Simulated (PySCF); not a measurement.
BrH2NOSW, SMILES [NH]=[W]([Br])(=[S])[OH], multiplicity 1.

Geometry: r2SCAN-D4/def2-SVP. The spin state was assumed, not searched. The structure was generated by enumeration; whether it is a known compound was not checked. The def2 effective core potentials stand for the cores of W; spin–orbit coupling is left out. Other conformers were not sampled.

Method: TDDFT-M06-2X/def2-SVPD run with PySCF.

Vertical excitations. Gas-phase values at a fixed geometry.

```
state  energy (eV)  λ (nm)      f                                                                  main pairs
-----  -----------  ------  -----  --------------------------------------------------------------------------
S1            3.36     369  0.001                          HOMO→LUMO 49 %, HOMO→LUMO+1 27 %, HOMO−1→LUMO 19 %
S2            3.81     326  0.004                          HOMO→LUMO+1 65 %, HOMO→LUMO 14 %, HOMO−1→LUMO 14 %
S3            3.88     319  0.015                        HOMO−1→LUMO 52 %, HOMO→LUMO 21 %, HOMO−1→LUMO+1 17 %
S4            4.35     285  0.009      HOMO−1→LUMO+1 39 %, HOMO→LUMO+2 31 %, HOMO−3→LUMO 7 %, HOMO−2→LUMO 6 %
S5            4.66     266  0.013   HOMO−2→LUMO 20 %, HOMO−1→LUMO+1 14 %, HOMO→LUMO+3 14 %, HOMO−3→LUMO+1 9 %
S6            4.75     261  0.003      HOMO→LUMO+2 37 %, HOMO−2→LUMO 32 %, HOMO−4→LUMO 11 %, HOMO−3→LUMO 10 %
S7            4.80     258  0.003  HOMO−3→LUMO 35 %, HOMO−2→LUMO 12 %, HOMO−2→LUMO+1 11 %, HOMO−3→LUMO+1 11 %
S8            5.00     248  0.000                                                          HOMO−1→LUMO+2 73 %
S9            5.12     242  0.001                    HOMO−3→LUMO+1 38 %, HOMO→LUMO+3 21 %, HOMO−1→LUMO+2 10 %
S10           5.29     234  0.008                     HOMO−2→LUMO+1 50 %, HOMO→LUMO+4 11 %, HOMO−5→LUMO+1 8 %
T1            3.03     409      0                                                              HOMO→LUMO 73 %
T2            3.27     379      0                        HOMO−1→LUMO 49 %, HOMO−1→LUMO+1 27 %, HOMO→LUMO 12 %
T3            3.48     356      0                                                            HOMO→LUMO+1 70 %
T4            3.73     332      0                       HOMO−1→LUMO+1 53 %, HOMO−1→LUMO 27 %, HOMO→LUMO+1 9 %
```
Triplets are in the Tamm–Dancoff approximation, which puts them higher than full response would, so one can lie above its singlet here.
